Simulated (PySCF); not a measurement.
## [TmH3(NH3)]− at several levels of theory

Computed with PySCF 2.14.0 (density fitting, no spin-orbit coupling) at the geometry relaxed with PBE0:

```xyz
8
[TmH3(NH3)]− (singlet in the valence; each metal's 4f electrons, 13 of them, lie in its core potential, out of spins and levels; a saddle point, relaxed within its symmetry)
Tm    0.1936   -0.1926   -0.0064
H     0.9159    1.8138    0.8260
H    -1.8063   -0.9233    0.8340
H     1.5626   -1.5577   -1.2207
N    -1.4080    1.3962   -1.3862
H    -1.7590    1.7480   -0.4930
H    -1.0377    2.1957   -1.8973
H    -2.2069    1.0200   -1.8939
```

```
    level                                                 basis    state  HOMO (eV)  gap (eV)  charge on Tm1 (e)  population of f-type functions on Tm1 (polarisation alone where 4f lies in the core)  dipole about the centre of mass (D)  largest force component (eV/Å)
     PBE0     Tm lcecp-0-SVP with ECP59, H def2-SVP, N def2-SVP  singlet          –         –              -0.15                                                                                  0.01                                 4.94                            0.01
CAM-B3LYP                                              the same  singlet          –         –              -0.14                                                                                  0.01                                 5.01                            0.03
     PBE0  Tm lcecp-0-TZVP with ECP59, H def2-TZVP, N def2-TZVP  singlet          –         –               0.38                                                                                  0.01                                 4.60                            0.26
```

In the lcecp rows the 4f levels are missing from HOMO and gap, and the state counts the valence alone.

Charges are Mulliken's, which hang on the basis. The relaxation used the grid (50, 194), these runs (75, 302) or, all-electron (x2c bases, spin-free X2C Hamiltonian), (99, 590).

Task: What does M06-L with Tm lcecp-0-SVP with ECP59, H def2-SVP, N def2-SVP give here?

Result: state singlet, charge on Tm1 (e) -0.01, population of f-type functions on Tm1 (polarisation alone where 4f lies in the core) 0.01, dipole about the centre of mass (D) 4.86, largest force component (eV/Å) 0.09. Time: 4.9 s on 2 threads of Arm Neoverse V1, with other jobs on the host, from an already converged density.

An lcecp potential fixes the number of 4f electrons, so in runs with it no electron can move into or out of that shell.
